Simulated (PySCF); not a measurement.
**Gd(2+): excitation energy**

Gd(2+) [Xe] 4f7 5d1 (9D) → Gd(2+) [Xe] 4f8 (7F), as a difference of total energies. Calculation: PySCF 2.14, in x2c-TZVPPall (11s7p7d4f2g, 113 functions); the spin-free X2C one-electron Hamiltonian (Gaussian nucleus). Correlated levels: valence: [Kr] 4d10 frozen; valence and next inner shell: [Ar] 3d10 frozen. The calculations carry no spin-orbit coupling.

| method | excitation energy (cm⁻¹) |
| --- | --- |
| UHF | 28532 |
| LDA | -11579 |
| PBE0 | -1793.3 |
| r2SCAN | -3525.4 |
| MP2 (valence) | 6215.1 |
| SCS-MP2 (valence) | 5563.7 |
| MP2 (valence and next inner shell) | 2815.7 |

**Question.** Estimate what SCS-MP2 (valence and next inner shell) gives.

**Answer.** 3907.0 cm⁻¹, closest to MP2 (valence and next inner shell) among the rows shown.

**Question.** Estimate what PBE gives.

**Answer.** -10414 cm⁻¹, closest to LDA among the rows shown.

A first-order spin-orbit estimate (lowest level to lowest level, LS coupling) adds -0.124 eV.
